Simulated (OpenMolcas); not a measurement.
# A ladder of methods for CH6O2Si (SMILES C[SiH](O)O)

CH6O2Si: 10 atoms, total charge 0, spin state singlet. SMILES: `C[SiH](O)O`. The coordinates come from a PBE0-D4/def2-TZVP relaxation. This is one conformer, not always the lowest.

| atom | x (Å) | y (Å) | z (Å) |
| --- | --- | --- | --- |
| C | -1.2930 | 0.3478 | -0.1464 |
| Si | 0.5175 | 0.1800 | 0.2068 |
| O | 0.6504 | -1.1560 | 1.1608 |
| O | 1.4250 | 0.0585 | -1.1616 |
| H | -1.6811 | -0.5498 | -0.6356 |
| H | -1.8534 | 0.4891 | 0.7808 |
| H | -1.4844 | 1.2038 | -0.7974 |
| H | 1.0886 | 1.3699 | 0.8847 |
| H | 1.5215 | -1.3669 | 1.4998 |
| H | 1.1921 | -0.6276 | -1.7889 |

Quantity: the vertical ionisation energy (to the doublet cation), in eV. The values are calculated.

```csv
level,kind,program,value (eV),less CCSD(T)/cc-pVDZ
HF/cc-pVDZ,Hartree–Fock,OpenMolcas,10.63,-0.23
SVWN5/cc-pVDZ,LDA,OpenMolcas,10.09,-0.77
M06-L/cc-pVDZ,meta-GGA,OpenMolcas,10.26,-0.60
r2SCAN/cc-pVDZ,meta-GGA,OpenMolcas,10.27,-0.59
B3LYP/cc-pVDZ,global hybrid,OpenMolcas,10.48,-0.38
M06-2X/cc-pVDZ,hybrid meta-GGA,OpenMolcas,10.89,+0.03
PBE0/cc-pVDZ,global hybrid,OpenMolcas,10.54,-0.32
"CCSD(T)/cc-pVDZ, open shells restricted",coupled cluster or CI,OpenMolcas,10.86,0.00
```

Differences are taken from CCSD(T)/cc-pVDZ, open shells restricted for orientation; it has basis-set and higher-order errors of its own. The values span 10.09 to 10.89 eV.
